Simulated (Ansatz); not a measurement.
`[SiH3]O[SiH2][SiH3]` + `[OH][Cd][Br]` → `[SiH3][O][Cd][Br]` + `O[SiH2][SiH3]`  (ligand exchange at the Si–O bond)

Calculated with Ansatz (gas phase, PBE0-D4/def2-TZVP geometries, no zero-point term in ΔE). CCSD(T)/CBS adds triple-zeta CCSD(T) − MP2 to the extrapolated MP2 energy (def2 sets, frozen cores). def2 core potentials past Kr. For Br, Cd outer-core shells are correlated without core-valence functions, which leaves a few kJ/mol of doubt a bond. Scalar relativity is left out up to krypton. Each species was taken in one conformer, which may not be the lowest.

`[SiH3]O[SiH2][SiH3]`:

```xyz
12

Si   -0.525   -2.041    0.564
O     0.563   -1.211   -0.328
Si    1.070    0.273   -0.810
Si   -0.298    1.979    0.043
H    -1.488   -1.097    1.195
H    -1.264   -2.983   -0.314
H     0.183   -2.802    1.623
H     1.064    0.318   -2.297
H     2.471    0.473   -0.349
H    -0.287    1.979    1.531
H    -1.703    1.819   -0.420
H     0.215    3.292   -0.437
```

`[OH][Cd][Br]`:

```xyz
4

O     1.444    0.269   -0.294
Cd   -0.399   -0.023    0.319
Br   -2.601   -0.338    1.206
H     1.557    0.092   -1.231
```

`[SiH3][O][Cd][Br]`:

```xyz
7

Si   -0.721   -0.729    0.768
O    -0.553    0.299   -0.480
Cd    0.941    1.224   -1.343
Br    2.683    2.401   -2.472
H    -2.160   -1.071    0.923
H     0.046   -1.992    0.555
H    -0.235   -0.133    2.048
```

`O[SiH2][SiH3]`:

Cartesian coordinates in Å:
```
O 0.494 1.865 -0.754
Si -0.208 0.918 0.406
Si -0.151 -1.363 -0.145
H 1.411 1.696 -0.969
H 0.456 1.101 1.730
H -1.609 1.396 0.512
H -0.747 -2.168 0.957
H 1.258 -1.808 -0.339
H -0.902 -1.638 -1.399
```

```
              species  MP2/def2-QZVPP energy (Eh)
`[SiH3]O[SiH2][SiH3]`                  -947.16237
       `[OH][Cd][Br]`                 -2816.53231
  `[SiH3][O][Cd][Br]`                 -3106.82217
      `O[SiH2][SiH3]`                  -656.87301
```

Work out ΔE.

ΔE = (-3106.82217) + (-656.87301) − (-947.16237) − (-2816.53231) = -0.00050 Eh = -0.01 eV. CCSD(T)/CBS gives 0.00 eV.

Largest T1 diagnostic among the species: 0.014.

In def2-TZVPP, CCSD(T) changes the Hartree–Fock value by +0.04 eV (the triples alone add +0.00 eV) and MP2 by +0.04 eV. Leaving LDA and LC-ωPBE aside and taking each functional with its dispersion term where it has one, the values, not all of them listed here, spread over 0.11 eV, from PBE-QIDH to BLYP-D4. From BLYP to BHLYP (50 % exact exchange), in def2-TZVPP and without D4, ΔE moves by −0.04 eV.
